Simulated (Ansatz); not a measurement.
`C=NBC[SiH3]` + `[OH][SnH2][OH]` → `[OH][SnH2][O][SiH3]` + `C=NBC`  (ligand exchange at the Si–C bond)

Calculated with Ansatz (gas phase, PBE0-D4/def2-TZVP geometries, no zero-point term in ΔE). CCSD(T)/CBS adds triple-zeta CCSD(T) − MP2 to the extrapolated MP2 energy (def2 sets, frozen cores). DFT in def2-TZVPP. B3LYP here is the variant with VWN-RPA as its local correlation; programs differ in this. HSE06 is defined as in plane-wave codes. Elements past krypton have def2 core potentials. For Sn outer-core shells are correlated without core-valence functions, which leaves a few kJ/mol of doubt a bond. One conformer a species, not always the lowest.

```csv
level,ΔE (kcal/mol),difference from CCSD(T)/CBS
LDA (SPW92),-19.5,4.0
PBE-D4,-19.7,3.8
revPBE-D4,-19.2,4.3
BLYP-D4,-22.7,0.8
r2SCAN-D4,-22.7,0.8
B97M-V,-23.9,-0.4
PBE0-D4,-21.1,2.4
B3LYP-D4,-23.9,-0.4
r2SCANh-D4,-22.9,0.6
r2SCAN0-D4,-23.3,0.2
HSE06-D4,-21.1,2.4
BHLYP-D4,-26.1,-2.6
ωB97X-V,-23.2,0.3
ωB97M-V,-22.9,0.6
B2PLYP,-24.3,-0.8
PBE-QIDH,-22.8,0.7
PBE,-19.9,3.6
revPBE,-20.0,3.5
BLYP,-23.2,0.3
r2SCAN,-22.8,0.7
PBE0,-21.3,2.2
B3LYP,-24.2,-0.7
r2SCAN0,-23.3,0.2
HSE06,-21.2,2.3
BHLYP,-26.1,-2.6
LC-ωPBE,-22.2,1.3
RPA@PBE/def2-TZVPP,-23.4,0.1
HF/def2-SVP,-27.8,-4.3
MP2/def2-SVP,-23.6,-0.1
CCSD/def2-SVP,-24.1,-0.6
CCSD(T)/def2-SVP,-23.5,0.0
HF/def2-TZVPP,-29.0,-5.5
SCS-MP2/def2-TZVPP,-24.7,-1.2
CCSD/def2-TZVPP,-24.2,-0.7
CCSD(T)/def2-TZVPP,-23.5,0.0
HF/def2-QZVPP,-29.4,-5.9
SCS-MP2/def2-QZVPP,-24.9,-1.4
HF/CBS(def2),-29.5,-6.0
MP2/CBS(def2),-23.5,0.0
CCSD/CBS(def2),-24.3,-0.8
CCSD(T)/CBS,-23.5,0
```

Largest T1 diagnostic among the species: 0.014.

In def2-TZVPP, CCSD(T) changes the Hartree–Fock value by +5.5 kcal/mol (the triples alone add +0.8 kcal/mol) and MP2 by +5.5 kcal/mol. Leaving LDA and LC-ωPBE aside and taking each functional with its dispersion term where it has one, the values spread over 6.9 kcal/mol, from BHLYP-D4 to revPBE-D4. From BLYP to BHLYP (50 % exact exchange), in def2-TZVPP and without D4, ΔE moves by −2.8 kcal/mol.
